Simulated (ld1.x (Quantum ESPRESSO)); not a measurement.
u(r) = r·R(r): atom against pseudo-atom (nitrogen)

Columns: radius, all-electron u(r) and pseudo u(r) of the 2s shell (level -49.12 eV) of nitrogen in the configuration [He] 2s2 2p1; PBE, non-relativistic, ultrasoft scheme, ld1.x (Quantum ESPRESSO) 7.5.

```csv
r (bohr),all-electron,pseudo
0.100,0.4294,-0.0283
0.200,0.3265,-0.0000
0.300,0.0507,-0.0025
0.400,-0.2460,-0.2460
0.500,-0.5026,-0.5026
0.600,-0.7007,-0.7007
0.700,-0.8389,-0.8389
0.800,-0.9226,-0.9226
0.900,-0.9608,-0.9608
1.000,-0.9633,-0.9633
1.100,-0.9392,-0.9392
1.200,-0.8964,-0.8964
1.300,-0.8413,-0.8413
1.400,-0.7792,-0.7792
1.500,-0.7138,-0.7138
1.600,-0.6480,-0.6480
1.700,-0.5839,-0.5839
1.800,-0.5228,-0.5228
1.900,-0.4655,-0.4655
2.000,-0.4127,-0.4127
2.100,-0.3643,-0.3643
2.200,-0.3205,-0.3205
2.300,-0.2810,-0.2810
2.400,-0.2456,-0.2456
2.500,-0.2141,-0.2141
2.600,-0.1862,-0.1862
```

How many radial nodes do the two functions have?

The all-electron 2s function has n − l − 1 = 1; the pseudo-wave has 0, since the states of the same l below it are removed with the core.

At about which radius was the pseudo-wave matched?

0.35 bohr, where the columns begin to agree (steps of 0.10 bohr).

Is the pseudo-wave norm-conserving?

Yes: rcut equals rcutus in this channel, so the wave is the norm-conserving one.
